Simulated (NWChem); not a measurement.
Species: BSiH$_{3}$Cl$_{2}$; SMILES [SiH3]B(Cl)Cl

```xyz
7

B     -0.0076    -0.0988     0.0071
Cl     1.5818    -0.8338    -0.0002
Cl    -1.4058    -1.1485    -0.0002
Si    -0.1707     1.9206     0.0004
H     -1.5881     2.3701     0.1425
H      0.3792     2.4413    -1.2911
H      0.6452     2.4933     1.1160
```
Atoms are numbered in this order, from 1.

Program: NWChem. Medium grid unless said otherwise, to which SCAN and Minnesota functionals are sensitive. Coordinates come from a PBE0/def2-SVP optimisation. B3LYP is NWChem's, with the RPA form of VWN correlation. Total energies of different functionals are on different scales.

```tsv
level	energy (Ha)	highest occupied level (eV)	orbital gap (eV)	dipole (D)
B3LYP/def2-SVP	-1236.2636	-8.02	5.91	0.13
PBE/def2-SVP	-1235.6361	-6.99	4.12	0.03
M06/def2-SVP	-1236.1564	-8.17	6.31	0.26
r2SCAN/def2-SVP	-1236.1112	-7.37	…	0.22
PBE0/def2-SVP	-1235.7511	-8.32	6.28	0.22
CAM-B3LYP/def2-SVP	-1236.2185	-9.58	8.80	0.22
HCTH/407/def2-SVP	-1236.3793	-7.20	4.27	0.11
SCAN/def2-SVP	-1236.2832	-7.40	4.60	0.21
BP86/def2-SVP	-1236.3215	-7.11	4.17	0.05
TPSSh/def2-SVP	-1236.2736	-7.71	5.24	0.21
```

Problem. Complete the blanks.

Solution. 
- r2SCAN/def2-SVP, orbital gap (eV): 4.65
